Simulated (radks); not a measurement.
The lithium anion Li-, 4 electrons, occupied as [He] 2s2. Method: non-relativistic Kohn-Sham, LB94 model potential, spin-polarised, spherical densities, point nucleus; Watson sphere of charge +0.67 and radius 2.55 bohr; computed with a radial shooting solver on a logarithmic mesh with Libxc functionals.

Normalised radial functions P(r) = r R(r), r in bohr:

```
   r/bohr * 1s (the largest magnitude, 1.18, reaches the edge; | marks zero)
  0.01852 |       *
   0.0255 |         *
  0.03512 |             *
  0.04798 |                 *
  0.06607 |                      *
  0.09099 |                             *
   0.1253 |                                    *
   0.1712 |                                            *
   0.2358 |                                                  *
   0.3247 |                                                      *
   0.4435 |                                                     *
   0.6108 |                                               *
   0.8412 |                                   *
    1.158 |                     *
    1.583 |          *
    2.179 |  *
    3.001 |*
      4.1 *
    5.646 *
    7.776 *
    10.71 *
```

1s: eigenvalue -60.645 eV, 0 radial nodes, <r> = 0.575 bohr, 90 % of the charge inside 1.03 bohr.
